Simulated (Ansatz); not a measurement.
CH₃BrCdS, SMILES [Br][Cd][S]C.

Geometry: B3LYP-D3(BJ)/def2-SVP. The structure was generated by enumeration; whether it is a known compound was not checked. The def2 effective core potentials stand for the cores of Cd; spin–orbit coupling is left out. The values are those of a single conformer.

Two levels are set side by side: PBE/def2-SVPD (Ansatz, a first-principles code) and CAM-B3LYP/def2-SVPD (Ansatz). Energy differences of separate SCF runs at the same geometry; the states with an electron removed or added have multiplicity 2 and 2. Differences are taken from unrounded values.

| quantity | CAM-B3LYP |
|---|---|
| vertical ionisation energy (eV) | 9.05 |
| vertical electron affinity (eV) | 0.39 |
| vertical singlet–triplet gap (eV) | 3.69 |

Question: What does PBE give, and how far is it from CAM-B3LYP? (The exact figures need the calculation; the answer reports its results.)

Answer: 
```tsv
quantity	PBE	PBE minus CAM-B3LYP
vertical ionisation energy (eV)	8.73	-0.32
vertical electron affinity (eV)	0.46	0.06
vertical singlet–triplet gap (eV)	3.36	-0.34
```
